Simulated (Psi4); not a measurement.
C2H5S (SMILES C[CH-]S), charge -1, singlet, at a GFN2-xTB geometry (a gas-phase anion, which may not be bound at this level); Psi4 1.11 with M06-2X/def2-SVP.

Psi4 was given this input:
```
memory 2 GB

molecule mol {
-1 1
C     1.524343    0.560931    0.314908
C     0.044534    0.876769    0.100162
S    -0.855375   -0.671745   -0.236502
H    -1.442752   -0.785433    0.974973
H    -0.042398    1.421991   -0.870869
H     2.053462    1.500953    0.524441
H     1.646050   -0.089133    1.189398
H     2.058378    0.073345   -0.524334
}

set {
  basis def2-svp
  reference rks
  cholesky_tolerance 1e-3
  scf_type cd
}

energy('m06-2x')
print_variables()
```

Write the output that Psi4 gives for this input, abridged.


```
   => Loading Basis Set <=

    Name: DEF2-SVP
    Role: ORBITAL
    Keyword: BASIS

         ---------------------------------------------------------
                                   SCF
               by Justin Turney, Rob Parrish, Andy Simmonett
                          and Daniel G. A. Smith
                              RKS Reference
         ---------------------------------------------------------

  ==> Geometry <==

    Molecular point group: c1
    Full point group: C1

    Geometry (in Angstrom), charge = -1, multiplicity = 1:

       Center              X                  Y                   Z               Mass
    ------------   -----------------  -----------------  -----------------  -----------------
         C            1.593435433943     0.595127238158     0.335836736387    12.000000000000
         C            0.113626433943     0.910965238158     0.121090736387    12.000000000000
         S           -0.786282566057    -0.637548761842    -0.215573263613    31.972071174400
         H           -1.373659566057    -0.751236761842     0.995901736387     1.007825032230
         H            0.026694433943     1.456187238158    -0.849940263613     1.007825032230
         H            2.122554433943     1.535149238158     0.545369736387     1.007825032230
         H            1.715142433943    -0.054936761842     1.210326736387     1.007825032230
         H            2.127470433943     0.107541238158    -0.503405263613     1.007825032230

  Running in c1 symmetry.

  Rotational constants: A =      1.07378  B =      0.18365  C =      0.16964 [cm^-1]
  Rotational constants: A =  32190.97564  B =   5505.57428  C =   5085.69717 [MHz]
  Nuclear repulsion =   98.459566611915420

  Charge       = -1
  Multiplicity = 1
  Electrons    = 34
  Nalpha       = 17
  Nbeta        = 17

  ==> Algorithm <==

  SCF Algorithm Type is CD.
  DIIS enabled.
  MOM disabled.
  Fractional occupation disabled.
  Guess Type is SAD.
  Energy threshold   = 1.00e-06
  Density threshold  = 1.00e-06
  Integral threshold = 1.00e-12

  ==> Primary Basis <==

  Basis Set: DEF2-SVP
    Blend: DEF2-SVP
    Number of shells: 35
    Number of basis functions: 71
    Number of Cartesian functions: 74
    Spherical Harmonics?: true
    Max angular momentum: 2

  ==> DFT Potential <==

   => LibXC <=

    Version 7.1.2
    S. Lehtola, C. Steigemann, M. J. T. Oliveira, and M. A. L. Marques,  SoftwareX 7, 1–5 (2018) (10.1016/j.softx.2017.11.002)

   => Composite Functional: M06-2X <=

    Hybrid M06-2X Meta-GGA XC Functional  (10.1007/s00214-007-0310-x)
    Y. Zhao and D. G. Truhlar,  Theor. Chem. Acc., 120, 215, 2008

    Deriv               =              1
    GGA                 =           TRUE
    Meta                =           TRUE

    Exchange Hybrid     =           TRUE
    MP2 Hybrid          =          FALSE

   => Exchange Functionals <=

    1.0000   XC_HYB_MGGA_X_M06_2X

   => Exact (HF) Exchange <=

    0.5400               HF

   => Correlation Functionals <=

    1.0000   XC_MGGA_C_M06_2X

   => LibXC Density Thresholds  <==

    XC_MGGA_C_M06_2X:  1.00E-12
    XC_HYB_MGGA_X_M06_2X:  1.00E-15

   => Molecular Quadrature <=

    Radial Scheme          =       TREUTLER
    Pruning Scheme         =           NONE
    Nuclear Scheme         =       TREUTLER

    Blocking Scheme        =         OCTREE
    BS radius alpha        =              1
    Pruning alpha          =              1
    Radial Points          =             75
    Spherical Points       =            302
    Total Points           =         171855
    Total Blocks           =           1324
    Max Points             =            256
    Max Functions          =             70
    Weights Tolerance      =       1.00E-15

  ==> Integral Setup <==

  ==> CDJK: Cholesky-decomposed J/K Matrices <==

    J tasked:                     Yes
    K tasked:                     Yes
    wK tasked:                     No
    Integrals threads:              1
    Algorithm:                   Core
    Integral Cache:              NONE
    Schwarz Cutoff:             1E-12
    Cholesky tolerance:      1.00E-03
    No. Cholesky vectors:         228

  Minimum eigenvalue in the overlap matrix is 4.4085221867E-03.
  Reciprocal condition number of the overlap matrix is 8.1422337515E-04.
    Using symmetric orthogonalization.

  ==> Pre-Iterations <==

  SCF Guess: Superposition of Atomic Densities via on-the-fly atomic UHF (no occupation information).

   -------------------------
    Irrep   Nso     Nmo
   -------------------------
     A         71      71
   -------------------------
    Total      71      71
   -------------------------

  ==> Iterations <==

                        Total Energy        Delta E     RMS |[F,P]|

   @RKS iter SAD:  -476.61754113217410   -4.76618e+02   0.00000e+00
   @RKS iter   1:  -476.79721737157649   -1.79676e-01   9.89272e-03 ADIIS/DIIS
   @RKS iter   2:  -476.77125656609326    2.59608e-02   1.03912e-02 ADIIS/DIIS
   @RKS iter   3:  -477.08981548682749   -3.18559e-01   1.04146e-03 ADIIS/DIIS
   @RKS iter   4:  -477.09264729896444   -2.83181e-03   3.67767e-04 ADIIS/DIIS
   @RKS iter   5:  -477.09305155021701   -4.04251e-04   8.49545e-05 DIIS
   @RKS iter   6:  -477.09307592098253   -2.43708e-05   2.10638e-05 DIIS
   @RKS iter   7:  -477.09307884702559   -2.92604e-06   6.61530e-06 DIIS
   @RKS iter   8:  -477.09307931905516   -4.72030e-07   2.09902e-06 DIIS
   @RKS iter   9:  -477.09307936797336   -4.89182e-08   4.10105e-07 DIIS
  Energy and wave function converged.

  ==> Post-Iterations <==

   Electrons on quadrature grid:
      Ntotal   =   34.0000334254 ; deviation = 3.343e-05

    Orbital Energies [Eh]
    ---------------------

    Doubly Occupied:

       1A    -89.656225     2A    -10.336648     3A    -10.279238
       4A     -8.018726     5A     -5.942638     6A     -5.939668
       7A     -5.936363     8A     -0.626464     9A     -0.552158
      10A     -0.400083    11A     -0.273486    12A     -0.266139
      13A     -0.214527    14A     -0.185431    15A     -0.148080
      16A     -0.063479    17A      0.027488

    Virtual:

      18A      0.279684    19A      0.307126    20A      0.342322
      21A      0.350921    22A      0.362351    23A      0.394291
      24A      0.486974    25A      0.636051    26A      0.652687
      27A      0.703346    28A      0.711857    29A      0.755851
      30A      0.772022    31A      0.827082    32A      0.886156
      33A      0.894841    34A      0.917311    35A      0.922209
      36A      0.937121    37A      0.941464    38A      0.974390
      39A      0.993326    40A      1.003207    41A      1.037214
      42A      1.084963    43A      1.137664    44A      1.232092
      45A      1.312882    46A      1.368294    47A      1.487536
      48A      1.546116    49A      1.733097    50A      1.789397
      51A      1.820900    52A      1.827321    53A      1.856532
      54A      1.976334    55A      2.022604    56A      2.048805
      57A      2.082706    58A      2.116807    59A      2.213272
      60A      2.332954    61A      2.378509    62A      2.432757
      63A      2.465920    64A      2.511310    65A      2.668121
      66A      2.760374    67A      2.778922    68A      2.958299
      69A      3.114342    70A      3.169577    71A      3.213307

    Final Occupation by Irrep:
              A
    DOCC [    17 ]
    NA   [    17 ]
    NB   [    17 ]

  @RKS Final Energy:  -477.09307936797336

   => Energetics <=

    Nuclear Repulsion Energy =             98.4595666119154203
    One-Electron Energy =                -858.5592658633162273
    Two-Electron Energy =                 301.3903379603061694
    DFT Exchange-Correlation Energy =     -18.3837180768786936
    Empirical Dispersion Energy =           0.0000000000000000
    VV10 Nonlocal Energy =                  0.0000000000000000
    Total Energy =                       -477.0930793679733597

Computation Completed

Properties will be evaluated at   0.000000,   0.000000,   0.000000 [a0]

Properties computed using the SCF density matrix

 Multipole Moments:

 ------------------------------------------------------------------------------------
     Multipole            Electronic (a.u.)      Nuclear  (a.u.)        Total (a.u.)
 ------------------------------------------------------------------------------------

 L = 1.  Multiply by 2.5417464519 to convert [e a0] to [Debye]
 Dipole X            :         -4.2219516            4.3086744            0.0867228
 Dipole Y            :         -2.9209713            2.1325160           -0.7884554
 Dipole Z            :         -1.4743430            1.3051305           -0.1692125
 Magnitude           :                                                    0.8110583

 ------------------------------------------------------------------------------------

  Variable Map:
  ----------------------------------------------------------------------------
  "CURRENT ENERGY"              =>    -477.093079367973
  "CURRENT REFERENCE ENERGY"    =>    -477.093079367973
  "DD SOLVATION ENERGY"         =>       0.000000000000
  "DFT FUNCTIONAL TOTAL ENERGY" =>    -477.093079367973
  "DFT TOTAL ENERGY"            =>    -477.093079367973
  "DFT VV10 ENERGY"             =>       0.000000000000
  "DFT XC ENERGY"               =>     -18.383718076879
  "GRID ELECTRONS ALPHA"        =>      17.000016712715
  "GRID ELECTRONS BETA"         =>      17.000016712715
  "GRID ELECTRONS TOTAL"        =>      34.000033425430
  "NUCLEAR REPULSION ENERGY"    =>      98.459566611915
  "ONE-ELECTRON ENERGY"         =>    -858.559265863316
  "PCM POLARIZATION ENERGY"     =>       0.000000000000
  "PE ENERGY"                   =>       0.000000000000
  "SCF ITERATION ENERGY"        =>    -477.093079367973
  "SCF ITERATIONS"              =>       9.000000000000
  "SCF TOTAL ENERGY"            =>    -477.093079367973
  "TWO-ELECTRON ENERGY"         =>     301.390337960306
  "XC GRID RADIAL POINTS"       =>      75.000000000000
  "XC GRID SPHERICAL POINTS"    =>     302.000000000000
  "XC GRID TOTAL POINTS"        =>  171855.000000000000

  Array Variable Map:
  ----------------------------------------------------------------------------
  "CURRENT DIPOLE"              =>       0.086722804038 ... -0.169212539898 1 by 3
  "SCF DIPOLE"                  =>       0.086722804038 ... -0.169212539898 1 by 3
  "SCF TOTAL ENERGIES"          =>    -476.617541132174 ... -477.093079367973 1 by 10
```
